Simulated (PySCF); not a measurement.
# HgCl at UHF-CCSD(T)

Level: UHF-CCSD(T). PySCF, scalar-relativistic core potentials, basis sets Hg def2-TZVPP with ECP60, Cl def2-TZVPP.

For HgCl, the state is ²Σ⁺ (doublet), unpaired electrons σ ↑, the bond length is 2.388 Å and the harmonic wavenumber is 282 cm⁻¹. The force constant is 1.39 mdyn/Å. The rotational constant Be is 0.09914 cm⁻¹ and the anharmonicity ωexe is 2.02 cm⁻¹. The vibration–rotation constant αe is 0.000679 cm⁻¹ and the well depth De to Hg + Cl is 0.82 eV. The dissociation energy D0 is 0.80 eV.

Correlated steps freeze 5 core orbitals. Spin–orbit coupling is left out, which matters for elements this heavy, above all for dissociation energies. The state was picked by a PBE0 search and need not be the measured ground state.
